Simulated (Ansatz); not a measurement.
Consider the redistribution: trimethylsilanol + `ClB1CS1` → `C[Si](C)(O)Cl` + `CB1CS1`.

Computed with Ansatz on PBE0-D4/def2-TZVP structures; ΔE is electronic, products minus reactants. CBS: MP2 limit from def2 TZ/QZ plus the TZ coupled-cluster correction, frozen cores. Each species was taken in one conformer, which may not be the lowest.

```tsv
species	CCSD(T)/CBS(def2) energy (Eh)
`C[Si](C)(C)O`	-484.52812
`ClB1CS1`	-921.63854
`C[Si](C)(O)Cl`	-904.49412
`CB1CS1`	-501.69308
```

Q: Work out ΔE.

A: ΔE = (-904.49412) + (-501.69308) − (-484.52812) − (-921.63854) = -0.02054 Eh = -12.9 kcal/mol.

Largest T1 diagnostic among the species: 0.014.

At CCSD(T), def2-SVP lies +3.4 kcal/mol from the extrapolated value and def2-TZVPP +0.9 kcal/mol. From PBE to PBE0 (25 % exact exchange), in def2-TZVPP and without D4, ΔE moves by −1.0 kcal/mol.
